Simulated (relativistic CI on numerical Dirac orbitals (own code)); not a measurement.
## Hyperfine structure of Zr³²⁺, mass number 91

Calculated at this level of theory: Dirac-Coulomb-Breit CI, orbitals from a KLI potential per configuration, a model potential for QED, unscaled Slater integrals (own radial code, finite nucleus).

Configurations in the expansion (outside the closed core 1s2): 2s2.2p4, 2s.2p5, 2p6, 2p5.3s, 2p5.3p, 2p5.3d, 2s2.2p3.3s, 2s2.2p3.3p, 2s2.2p3.3d, 2s.2p4.3s, 2s.2p4.3p, 2s.2p4.3d, 2s2.2p3.4s, 2s2.2p3.4p, 2s2.2p3.4d, 2s2.2p3.4f. Levels of other configurations are missing.

Nuclear spin I = 5/2, μ = -1.3022 μN, Q = -0.176 b (tables of Stone and Pyykkö). The electronic factors are computed for point nuclear moments, without core polarisation or the Bohr-Weisskopf and QED corrections.

| Level | E (eV) | A (GHz) | B (GHz) |
| --- | --- | --- | --- |
| 2s2.2p4 3P_2 | 0.000 | -56.86 | -10.6 |
| 2s2.2p4 3P_1 | 85.514 | 10.27 | 18.3 |
| 2s2.2p4 1D_2 | 99.301 | -129.5 | 47.4 |
| 2s.2p5 3P°_2 | 263.224 | -311.2 | 36.4 |
| 2s.2p5 3P°_1 | 294.273 | 97.73 | -1.55 |
| 2s.2p5 1P°_1 | 384.816 | -604.7 | 19.9 |

Levels with J = 0, under 50 % of one LS term, or S terms without an open s electron are left out. Small factors come from cancelling terms and can be off by tens of per cent or more.

At this charge energies of transitions that change n are usually good to better than 1 %, and those within a shell (Δn = 0) to a few per cent.

Problem. Give the hyperfine levels of 2s2.2p4 3P_2 relative to its centre of gravity.

Solution. With K = F(F + 1) − I(I + 1) − J(J + 1), E = AK/2 + B[¾K(K + 1) − I(I + 1)J(J + 1)]/[2I(2I − 1)J(2J − 1)]: F = 1/2: 390.6, F = 3/2: 310.1, F = 5/2: 173.2, F = 7/2: -23.91, F = 9/2: -287 GHz.

LS names give the leading component of a level, which can be under half, so a name can repeat, a term be missing and a line seem to break the LS rules.
